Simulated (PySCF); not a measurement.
Simulation results for CH4AlBN, Al2BH4O, AlBH6N, Al2BClH3 and others

Calculation on a computer-drawn molecule: optimised geometry and harmonic frequencies of an isolated molecule of the commonest isotopes, restricted reference for singlets and unrestricted otherwise, frozen core in MP2. Program: PySCF 2.14.0.

(1) CH4AlBN

Start structure:
```xyz
8
CH4AlBN
B      0.7846    -2.8605    -2.5713
N     -0.0959    -1.9226    -2.4318
Al    -1.2540    -0.5808    -2.3288
C     -2.5663     0.9034    -2.2139
H      1.5336    -3.6986    -2.6327
H     -3.5539     0.5378    -2.5880
H     -2.6339     1.2072    -1.1422
H     -2.2297     1.7579    -2.8434
```

```
charge                                        : 1
multiplicity                                  : 1
method                                        : HF
basis                                         : cc-pV(D+d)Z
rotational constants                          : 158.2, 2.511, 2.511 GHz
total energy                                  : -361.0742 hartree
convergence status largest gradient component : 3.955e-05 hartree/bohr
```

Drawn bonds:
```
atom  other atom  order
   1           2      1
   2           3      2
   3           4      1
   1           5      1
   4           6      1
   4           7      1
   4           8      1
```

Optimised structure:
```xyz
8
CH4AlBN
B      0.7095    -2.7862    -2.5442
N     -0.1315    -1.8431    -2.4581
Al    -1.2519    -0.5855    -2.3439
C     -2.5235     0.8471    -2.2143
H      1.4860    -3.6571    -2.6235
H     -3.4995     0.5087    -2.5694
H     -2.6120     1.1694    -1.1744
H     -2.1925     1.6906    -2.8243
```

Modes:
```
frequency (cm⁻¹)  reduced mass (dalton)
             107                  3.365
             107                  3.365
           206.3                  5.483
           206.3                  5.484
           559.5                  4.724
           773.9                  1.245
           773.9                  1.245
           842.3                  1.353
           842.3                  1.353
           909.9                  10.43
            1334                   1.19
            1522                  1.051
            1522                  1.051
            1876                  5.869
            3007                  1.172
            3175                  1.031
            3281                  1.103
            3281                  1.103
```

(2) Al2BH4O

Start structure:
```xyz
8
Al2BH4O
B      1.1041    -1.7449    -2.1224
O      0.1848    -1.0850    -1.5277
Al    -1.1789    -0.2007    -0.5709
Al    -0.5440     2.2607    -0.8400
H      1.8014    -2.2163    -2.7015
H     -1.8750    -1.5596    -0.0748
H      0.7643     2.1512    -1.7294
H     -1.1165     3.5956    -0.3330
```

```
charge                                        : 1
multiplicity                                  : 1
method                                        : HF
basis                                         : cc-pV(D+d)Z
rotational constants                          : 10.34, 1.799, 1.532 GHz
total energy                                  : -585.5491 hartree
convergence status largest gradient component : 3.88e-05 hartree/bohr
```

Drawn bonds:
```
atom  other atom  order
   1           2      1
   2           3      1
   3           4      1
   1           5      1
   3           6      1
   4           7      1
   4           8      1
```

Optimised structure:
```xyz
8
Al2BH4O
B      1.0677    -2.0005    -2.1822
O      0.3069    -1.2565    -1.6068
Al    -0.9685    -0.1750    -0.6492
Al    -0.4802     2.4183    -0.8516
H      1.8043    -2.7177    -2.7391
H     -1.9095    -1.2674    -0.0447
H      0.7886     2.8034    -1.6921
H     -1.4691     3.3963    -0.1340
```

Modes:
```
frequency (cm⁻¹)  reduced mass (dalton)
           45.82                  1.062
           72.46                  3.826
           150.5                  3.347
             172                  4.134
           321.3                  5.662
           387.6                  1.178
           417.7                  3.105
           428.9                  1.851
           574.8                  1.169
           680.2                  1.097
           800.4                  1.064
           852.3                  1.389
           858.4                  1.391
            1859                  5.036
            2030                  1.028
            2060                  1.056
            2068                  1.047
            3022                   1.19
```

(3) Al2BH4O

Start structure:
```xyz
8
Al2BH4O
B     -2.4387    -1.8396     3.0107
Al    -2.6029    -0.6944     1.3013
O     -2.6359     0.1945    -0.0916
Al    -2.6921     1.1000    -1.5687
H     -1.5397    -1.8885     3.6163
H     -3.4205    -2.4619     3.3192
H     -3.2254     2.5923    -1.3048
H     -2.2909     0.4238    -2.8217
```

```
charge                                        : 1
multiplicity                                  : 1
method                                        : HF
basis                                         : cc-pV(D+d)Z
rotational constants                          : 80.16, 1.477, 1.469 GHz
total energy                                  : -585.5440 hartree
convergence status largest gradient component : 3.21e-05 hartree/bohr
```

Drawn bonds:
```
atom  other atom  order
   1           2      1
   2           3      1
   3           4      1
   1           5      1
   1           6      1
   4           7      1
   4           8      1
```

Optimised structure:
```xyz
8
Al2BH4O
B     -2.4844    -1.8894     3.0558
Al    -2.5760    -0.6943     1.2462
O     -2.6449     0.1970    -0.1020
Al    -2.7206     1.1606    -1.5613
H     -1.4641    -1.8830     3.6637
H     -3.4588    -2.4972     3.3584
H     -3.2223     2.6217    -1.3456
H     -2.2750     0.4108    -2.8546
```

Modes:
```
frequency (cm⁻¹)  reduced mass (dalton)
              27                  1.008
           78.46                  4.048
           81.43                  4.283
           188.4                  5.657
           206.6                   6.62
           411.4                  5.851
           596.3                  1.283
           606.1                   10.8
           648.5                  1.198
           661.5                  1.222
             816                  1.081
           907.6                  1.293
            1163                  5.107
            1192                  1.287
            2070                  1.019
            2088                  1.067
            2752                  1.042
            2890                  1.136
```

(4) AlBH6N

Start structure:
```xyz
9
AlBH6N
B     -1.0710     2.3189     0.6428
Al     0.7133     1.1641     0.1310
N      0.3581    -0.6689    -0.0510
H     -1.9499     1.9322     1.3958
H     -1.2062     3.4369     0.4048
H      1.4032     1.6244    -1.2322
H      1.8115     1.3929     1.4108
H      1.0353    -1.2815    -0.3802
H     -0.4424    -1.2570     0.2116
```

```
charge               : -1
multiplicity         : 1
method               : HF
basis                : aug-cc-pV(D+d)Z
rotational constants : withheld
total energy         : withheld
```

Drawn bonds:
```
atom  other atom  order
   1           2      1
   2           3      1
   1           4      1
   1           5      1
   2           6      1
   2           7      1
   3           8      1
   3           9      1
```

(5) Al2BClH3

Start structure:
```xyz
7
Al2BClH3
B     -0.9816    -0.9046     0.3920
Al    -3.0559    -0.4547     0.0769
Al    -3.9368     0.7940    -2.1061
Cl    -3.9929     2.9447    -2.1622
H     -0.4147    -1.7842    -0.2041
H     -0.2977    -0.2708     1.1533
H     -4.1852    -1.0636     1.0164
```

```
charge               : 0
multiplicity         : 2
method               : MP2
basis                : cc-pV(D+d)Z
total energy         : withheld
rotational constants : withheld
spin squared         : withheld
```

Drawn bonds:
```
atom  other atom  order
   1           2      1
   2           3      1
   3           4      1
   1           5      1
   1           6      1
   2           7      1
```

(6) Al2BFH3

Start structure:
```xyz
7
Al2BFH3
B     -1.8717     0.8369    -1.0819
Al    -1.7811     0.3075     0.7233
Al    -0.0859    -0.5713     2.4749
F      1.4335    -0.9276     3.0829
H     -1.8049     0.0063    -1.9370
H     -1.5129     1.9373    -1.4104
H     -2.6142    -0.0446     2.1884
```

```
charge       : 0
multiplicity : 2
method       : HF
basis        : cc-pV(D+d)Z
total energy : withheld
spin squared : withheld
```

Drawn bonds:
```
atom  other atom  order
   1           2      1
   2           3      1
   3           4      1
   1           5      1
   1           6      1
   2           7      1
```

Questions
1. Give the missing rotational constants for AlBH6N (entry 4).
2. Estimate the total energy of AlBH6N (entry 4).
3. Al2BClH3 (entry 5): total energy?
4. Give the missing rotational constants for Al2BClH3 (entry 5).
5. What spin squared does the calculation give for Al2BClH3 (entry 5)?
6. Give the table of modes values for Al2BClH3 (entry 5).
7. Al2BFH3 (entry 6): total energy?
8. What spin squared does the calculation give for Al2BFH3 (entry 6)?

Calculated values
1. 16.02, 5.342, 4.304 GHz
2. -324.5493 hartree
3. -970.0947 hartree
4. 8.042, 1.133, 1.075 GHz
5. 0.8033
6. 
Modes:
```
frequency (cm⁻¹)  reduced mass (dalton)
           39.73                   5.53
           67.48                  3.538
              98                  4.807
           201.2                   1.27
           269.4                  9.165
           339.5                  1.095
           476.3                  1.075
           515.9                  15.03
           547.8                  1.352
           562.5                  5.349
           866.5                  1.359
            1180                   1.13
            1928                  1.043
            2602                  1.054
            2682                  1.121
```
7. -609.7159 hartree
8. 0.8088

Further results for AlBH6N (entry 4):

```
convergence status largest gradient component : 2.299e-05 hartree/bohr
```

Optimised structure:
```xyz
9
AlBH6N
B     -1.0586     2.2993     0.6624
Al     0.7245     1.1271     0.1211
N      0.2475    -0.6717    -0.1731
H     -2.0554     1.8510     1.2134
H     -1.1689     3.5080     0.5118
H      1.4726     1.6579    -1.2481
H      1.7782     1.3421     1.3962
H      0.9576    -1.2980    -0.5076
H     -0.2456    -1.1537     0.5573
```

Modes:
```
frequency (cm⁻¹)  reduced mass (dalton)
           115.3                  1.163
           136.3                  1.376
           208.4                  1.399
           339.6                  1.127
           403.8                  1.159
           490.4                  2.636
           534.7                  1.389
           603.1                  1.202
           633.1                  4.137
           728.6                  1.306
           811.6                  1.181
           825.6                  1.126
           894.3                  1.379
            1248                  1.139
            1590                  1.043
            1669                  1.095
            1697                  1.031
            2483                  1.061
            2500                   1.11
            3707                  1.051
            3785                  1.091
```

Further results for Al2BClH3 (entry 5):

```
convergence status largest gradient component : 1.287e-05 hartree/bohr
```

Optimised structure:
```xyz
7
Al2BClH3
B     -0.9946    -0.9012     0.3901
Al    -3.0620    -0.4492     0.1311
Al    -3.8991     0.8035    -2.0434
Cl    -3.9821     2.9315    -2.2349
H     -0.4196    -1.7303    -0.2795
H     -0.2997    -0.3001     1.1784
H     -4.2077    -1.0934     1.0244
```

Further results for Al2BFH3 (entry 6):

```
rotational constants                          : 10.33, 1.586, 1.505 GHz
convergence status largest gradient component : 1.863e-05 hartree/bohr
```

Optimised structure:
```xyz
7
Al2BFH3
B     -1.6919     0.7863    -0.9795
Al    -1.7730     0.2021     1.0833
Al     0.1650    -1.2322     2.2635
F      1.4770    -0.4609     2.9458
H     -1.8218    -0.0030    -1.8801
H     -1.4733     1.9219    -1.3145
H     -3.1191     0.3303     1.9218
```

Modes:
```
frequency (cm⁻¹)  reduced mass (dalton)
           45.23                  5.561
           103.2                  3.702
           107.9                  3.751
           195.6                  1.372
           266.8                  11.66
           349.5                  1.117
           516.2                   1.07
             563                  2.076
           568.7                  2.097
             813                  19.31
             899                  1.365
            1233                  1.131
            1939                  1.043
            2643                  1.054
            2714                   1.12
```
